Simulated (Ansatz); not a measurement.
Compare A (`C1[CH2][Zn][SiH2]1`) with its isomer B (`C[CH]1[SiH2][Zn]1`).

Calculated with Ansatz (gas phase, PBE0-D4/def2-TZVP geometries, no zero-point term in ΔE). CBS: MP2 limit from def2 TZ/QZ plus the TZ coupled-cluster correction, frozen cores. Functionals use def2-TZVPP. B3LYP here is the variant with VWN-RPA as its local correlation; programs differ in this. For Zn outer-core shells are correlated without core-valence functions, which leaves a few kJ/mol of doubt a bond. Scalar relativity is left out up to krypton.

A:

```xyz
10

C    -0.2730   -0.2264   -0.5039
C    -1.2721    0.6633    0.2504
Zn   -0.0337    0.6462    1.8544
Si    1.4746   -0.4222    0.3532
H    -0.6608   -1.2453   -0.5938
H    -0.0803    0.1511   -1.5148
H    -2.2653    0.2326    0.3562
H    -1.3534    1.6680   -0.1645
H     2.5187    0.3723   -0.3638
H     1.9453   -1.8396    0.3266
```

B:

```xyz
10

C    -1.268   -0.431    0.206
C    -0.032   -0.214   -0.623
Si    1.538    0.603    0.180
Zn    0.862    0.948   -2.024
H    -1.069   -1.102    1.055
H    -1.650    0.506    0.616
H    -2.072   -0.891   -0.378
H     0.292   -1.149   -1.107
H     2.288   -0.149    1.242
H     1.110    1.879    0.833
```

Task: Which isomer does CCSD(T)/CBS put lower? Give the gap. (An estimate is asked.)

Result: The calculation gave: A, by 101.3 kJ/mol.

Task: Give E(B) − E(A) in kJ/mol with B3LYP-D4, B3LYP, PBE-D4, HF/def2-TZVPP, ωB97M-V, CCSD(T)/def2-TZVPP, PBE0-D4. (An estimate is asked.)

Result: Computed: B3LYP-D4 103.7, B3LYP 102.3, PBE-D4 100.9, HF/def2-TZVPP 109.7, ωB97M-V 112.7, CCSD(T)/def2-TZVPP 98.2, PBE0-D4 107.5. None reverses the order clearly.

Largest T1 diagnostic: 0.019.

In def2-TZVPP, CCSD(T) changes the Hartree–Fock value by −11.5 kJ/mol (the triples alone add −5.2 kJ/mol) and MP2 by −5.2 kJ/mol. From PBE to PBE0 (25 % exact exchange), in def2-TZVPP and without D4, E(B) − E(A) moves by +6.9 kJ/mol.
